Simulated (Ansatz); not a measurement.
# triplet BeC: levels of theory in one basis

```
atom   x (Å)   y (Å)    z (Å)
  Be  0.0000  0.0000  -0.9068
   C  0.0000  0.0000   0.9068
```

Basis set: def2-SVP (spherical functions). Frozen core: 1 orbital. Correlation on ROHF uses semicanonical orbitals with singles. Charge 0, multiplicity 3.

Computed with Ansatz (development build ahead of 0.2.0); each method stands on the lowest determinant of its kind that the runs found.

```
     method  E − E(ROHF) (eV)  <S²> of the determinant
       ROHF              0.00                     2.00
        UHF             -1.68                     2.94
    UHF-MP2             -3.55                     2.94
UHF-CCSD(T)             -4.22                     2.94
```

Question: What does ROHF-MP2 give on the same scale?

Answer: -2.30 eV.

Caution for ROHF, ROHF-MP2: an unrestricted determinant lies well below. Caution for UHF, UHF-MP2, UHF-CCSD(T): the unrestricted determinant is a mixture of spin states. Caution for ROHF-MP2: a plain start can end on a higher determinant.
